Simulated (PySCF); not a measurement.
(MeSi)4NH6 adamantane: computed shieldings and shifts

(MeSi)4NH6 adamantane, C4H18N6Si4, point group C1.

Geometry:
```csv
atom,x (Å),y (Å),z (Å)
Si1,1.131,-0.202,-1.421
C2,2.241,-0.458,-2.894
N3,1.354,1.345,-0.637
Si4,0.329,1.637,0.757
C5,0.659,3.284,1.559
N6,-1.315,1.511,0.165
Si7,-1.695,-0.040,-0.575
C8,-3.478,-0.128,-1.106
N9,-0.568,-0.230,-1.902
N10,-1.323,-1.322,0.588
Si11,0.326,-1.297,1.193
C12,0.623,-2.647,2.441
N13,1.401,-1.424,-0.188
N14,0.618,0.302,1.859
H15,3.297,-0.399,-2.590
H16,2.071,-1.444,-3.356
H17,2.052,0.307,-3.662
H18,1.305,2.103,-1.319
H19,0.432,4.110,0.867
H20,0.036,3.407,2.458
H21,1.715,3.368,1.859
H22,-2.034,1.844,0.804
H23,-3.702,-1.105,-1.561
H24,-3.695,0.661,-1.842
H25,-4.157,0.006,-0.250
H26,-0.822,-1.011,-2.505
H27,-2.026,-1.443,1.316
H28,1.677,-2.660,2.761
H29,-0.004,-2.498,3.333
H30,0.382,-3.633,2.015
H31,1.511,-2.364,-0.563
H32,1.516,0.372,2.337
```

GIAO calculations in PySCF on the PBE0-D3(BJ)/def2-SVP structure: isolated species, non-relativistic, equivalent atoms averaged; basis pcSseg-1.

(1) Give the isotropic shieldings (ppm) with PBE0, wB97X-D.

(2) And the chemical shifts, against references computed in the same way?

(3) Which part of the shielding of Si1/Si4/Si7/Si11 depends on the functional?

Answers

(1) 
```
                                          atoms                            environment   PBE0  wB97X-D
                               Si1/Si4/Si7/Si11               silicon bonded to C, 3 N  359.6    358.4
                           N3/N6/N9/N10/N13/N14             nitrogen bonded to 2 Si, H  198.2    200.7
                                   C2/C5/C8/C12               carbon bonded to Si, 3 H  183.7    184.0
                        H18/H22/H26/H27/H31/H32  hydrogen on a nitrogen bonded to 2 Si  31.04    31.22
H15/H16/H17/H19/H20/H21/H23/H24/H25/H28/H29/H30      hydrogen on a carbon bonded to Si  31.18    31.29
                             HOMO–LUMO gap (eV)                                      –   7.32    11.01
```

(2) 
```json
{"atoms": "Si1/Si4/Si7/Si11", "nucleus, reference": "²⁹Si, TMS", "PBE0": "-7.6", "wB97X-D": "-5.5"}
{"atoms": "N3/N6/N9/N10/N13/N14", "nucleus, reference": "¹⁵N, NH3", "PBE0": "67.5", "wB97X-D": "63.3"}
{"atoms": "C2/C5/C8/C12", "nucleus, reference": "¹³C, TMS", "PBE0": "0.7", "wB97X-D": "0.5"}
{"atoms": "H18/H22/H26/H27/H31/H32", "nucleus, reference": "¹H, TMS", "PBE0": "0.23", "wB97X-D": "0.16"}
{"atoms": "H15/H16/H17/H19/H20/H21/H23/H24/H25/H28/H29/H30", "nucleus, reference": "¹H, TMS", "PBE0": "0.08", "wB97X-D": "0.09"}
```

(3) Diamagnetic: PBE0 888, wB97X-D 888 ppm; paramagnetic: PBE0 -528, wB97X-D -530 ppm.

Experimental scales use liquid or dissolved standards, which lie at an offset from isolated NH3 (liquid NH3: subtract about 20 ppm).
